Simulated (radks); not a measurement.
Results of a calculation; reference values are marked as such.
Q: The phosphorus anion P3-, [Ar], held by a Watson sphere: a shell of charge +3 at radius R that stands for the Madelung well of a crystal (potential energy -3/R inside, -3/r outside, in hartree with lengths in bohr). Level of theory: scalar-relativistic Kohn-Sham, LDA (Slater exchange, Perdew-Wang correlation), spin-polarised, spherical densities, point nucleus (a radial shooting solver on a logarithmic mesh with Libxc functionals). Response by self-consistent Sternheimer equations with the Hartree and adiabatic LDA kernel, the relativistic mass of each level held fixed and spin-orbit coupling left out. The sphere does not respond.

R (bohr)  e(2p) (eV)  e(3s) (eV)  e(3p) (eV)  <r> 3p (bohr)  sum of <r^2> (bohr^2)  X-ray form factor at sin(theta)/lambda = 0.3 1/angstrom  alpha (bohr^3)
1.89         -121.38     -17.148      -8.434          2.195                  44.48                                                    8.528           26.63
3.19         -120.74     -13.052      -5.771          2.722                  65.62                                                    8.500           67.46
3.32         -120.73     -12.763      -5.535          2.773                  67.88                                                    8.511           74.24
3.62         -120.67     -12.171      -5.028          2.888                  73.21                                                    8.534           92.51
3.9          -120.60     -11.704      -4.603          2.994                  78.34                                                    8.550           113.4
4.48         -120.42     -10.958      -3.861          3.209                  89.56                                                    8.567           171.0

Estimate the row for R = 4.25 bohr.

A: e(2p) (eV) -120.50; e(3s) (eV) -11.222; e(3p) (eV) -4.134; <r> 3p (bohr) 3.125; sum of <r^2> (bohr^2) 85.01; X-ray form factor at sin(theta)/lambda = 0.3 1/angstrom 8.562; alpha (bohr^3) 145.5.
